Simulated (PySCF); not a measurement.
C4H8O2, SMILES OCC1(O)CC1. Atoms are numbered in the order given.

```xyz
14

O      1.8981    -0.2402     0.8750
C      1.1931    -0.1377    -0.3462
C     -0.2809     0.1280    -0.1217
O     -0.5059     1.2408     0.7064
C     -1.2665    -1.0069    -0.0567
C     -1.2508    -0.0624    -1.2431
H      1.9100     0.6467     1.2591
H      1.6083     0.6687    -0.9837
H      1.3291    -1.0883    -0.8849
H     -0.4305     0.9298     1.6190
H     -0.8965    -2.0274    -0.1903
H     -2.0956    -0.9060     0.6492
H     -2.0557     0.6734    -1.3101
H     -0.8752    -0.4290    -2.2032
```
Charge 0, spin multiplicity 1.

The structure is a stationary point at B3LYP-D3(BJ)/def2-SVP. Other conformers were not sampled.

Method: HF/def2-TZVP run with PySCF.

Gas-phase values at a fixed geometry.

Computed frontier levels, gap, dipole moment and polarisability:
* **highest occupied level**: -11.00 eV
* **lowest empty level**: 3.60 eV
* **orbital gap**: 14.60 eV
* **dipole moment**: 0.55 D
* **quadrupole, principal values (traceless, Buckingham form, about the centre of nuclear charge)**: -9.84, 2.09, 7.74 D·Å
* **mean static polarisability**: 51.4 bohr³ (7.62 Å³)
* **polarisability, principal values**: 48.3, 50.4, 55.6 bohr³
